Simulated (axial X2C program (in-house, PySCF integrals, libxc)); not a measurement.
CoIn along the bond: PBE0, scalar-relativistic

All values were computed with an axial X2C code built on PySCF integrals. Spin-free means the one-electron spin-free X2C Hamiltonian. Basis: In dyall-cv3z [11s12p9d4f1g], Co dyall-cv3z [9s10p6d3f2g] (cores contracted in-house); Gaussian nuclei, density fitting, unrestricted open shells. Masses: In 114.904 u, Co 58.933 u.

State: M_S = 1, Λ = 3 (beyond evenly filled blocks: π+α, π+β, π-α, δ+α, δ+β, δ-α). Dipoles are positive if Co is the positive end.

Results along the bond:

```
R (Å)   μ (D)  HOMO (eV)  LUMO (eV)   ⟨S²⟩
2.451  -0.188      -4.78      -2.32  2.116
2.530  -0.347      -4.78      -2.26  2.124
2.608  -0.520      -4.76      -2.22  2.132
2.699  -0.737      -4.60      -2.18  2.141
2.791  -0.967      -4.46      -2.16  2.150
2.908  -1.274      -4.30      -2.14  2.162
```

Occupations by symmetry block were frozen at the best pattern of an incomplete PBE0 search. Other states lie close and PBE0, whose exact exchange favours high spin, may order them wrongly; the determinant shown need not be the ground state. The nearest other spin-free determinant of the search, M_S = 1, Λ = 1, lies 0.15 eV up at the distance of the search. The functionals have no current-density term, which raises determinants with orbital currents, atoms included. The determinant is spin-polarised beyond a pure state at some levels (its spin-free form has ⟨S²⟩ too high), which makes Re and μ there less reliable. With spin–orbit coupling the lowest determinant has another configuration, so this spin-free state is a model.
